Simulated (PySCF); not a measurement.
# Electron correlation in I (iodine, neutral)

[Kr] 4d10 5s1 5p6, 2S determinant (an excited configuration). All numbers are calculated (PySCF 2.14, the non-relativistic Hamiltonian (point nucleus), in dyall-av2z (22s16p12d, 130 functions)). Frozen: [Kr] 4d10; 7 electrons correlated; the 62 highest virtual orbitals of each spin left out.

MP2 pair energies summed by pair of shells (mhartree):

| pair | energy | share (%) |
| --- | --- | --- |
| 5p-5p | -145.41 | 93.2 |
| 5s-5p | -10.60 | 6.8 |

Total MP2 correlation energy: -156.01 mhartree.

Same-spin part -28.44 and opposite-spin part -127.57 mhartree; SCS-MP2 scales them by 1/3 and 6/5 to -162.57 mhartree.
